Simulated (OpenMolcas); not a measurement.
Mo5+ among 2 point charges of -3 e arranged as a linear pair (D∞h).

* Program: OpenMolcas 26.06
* Method: CASSCF
* Basis: ANO-RCC-VDZP [6s5p3d1f]
* Scalar Hamiltonian: DKH2, point nucleus
* Active space: 1 electron in 5 orbitals (4d)
* State averaging: 2S+1 = 2 even, 5 roots
* Spin-orbit coupling: state interaction with AMFI integrals over the reference wave functions

All point charges move together. At R = 1.87 Å the first state of the same spin is 23799 cm-1, and at R = 2.22 Å it is 15008 cm-1.

Problem. A third run gives 20179 cm-1. What distance was it run at?

Solution. With a power law R^-n the two known points give n = -ln(15008 / 23799) / ln(2.22 / 1.87) = 2.69. Then R = 1.87 × (23799 / 20179)^(1/2.69) = 1.988 Å. The run was at 1.99 Å, so the estimate is off by -0.002 Å.

Point charges carry no covalency, so the field is a model and not that of real ligands. No measured value stands beside these numbers.
